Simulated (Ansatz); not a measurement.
Gas-phase electronic energies from Ansatz, PBE0-D4/def2-TZVP geometries. CCSD(T)/CBS adds triple-zeta CCSD(T) − MP2 to the extrapolated MP2 energy (def2 sets, frozen cores). DFT in def2-TZVPP. B3LYP here is the variant with VWN-RPA as its local correlation; programs differ in this. Each species was taken in one conformer, which may not be the lowest.

`CN([SiH3])[SiH3]` + `O[SiH2]S` → `O[SiH]([SiH3])S` + `CN[SiH3]`  (formal exchange of groups at the Si–N bond)

| level | ΔE (kJ/mol) | difference from CCSD(T)/CBS |
| --- | --- | --- |
| revPBE-D4 | 43.7 | -17.8 |
| B3LYP-D4 | 57.1 | -4.4 |
| CAM-B3LYP-D4 | 61.5 | 0.0 |
| ωB97X-V | 57.3 | -4.2 |
| PBE-QIDH | 58.3 | -3.2 |
| r2SCANh | 54.3 | -7.2 |
| MP2/def2-TZVPP | 71.5 | 10.0 |
| HF/CBS(def2) | 71.8 | 10.3 |
| MP2/CBS(def2) | 69.9 | 8.4 |
| CCSD/CBS(def2) | 62.2 | 0.7 |
| CCSD(T)/CBS | 61.5 | 0 |

Largest T1 diagnostic among the species: 0.012.

From BLYP to BHLYP (50 % exact exchange), in def2-TZVPP and without D4, ΔE moves by +14.1 kJ/mol. Leaving LDA and LC-ωPBE aside and taking each functional with its dispersion term where it has one, the values, not all of them listed here, spread over 24.1 kJ/mol, from PBE-D4 to BHLYP-D4. LDA lies +6.7 kJ/mol from PBE without D4. The D4 term adds +3.7 kJ/mol with B3LYP and +1.8 kJ/mol with PBE0; it sums over pairs of atoms, weighted by their polarisabilities, and B3LYP, whose exchange is more repulsive, gets the larger term.
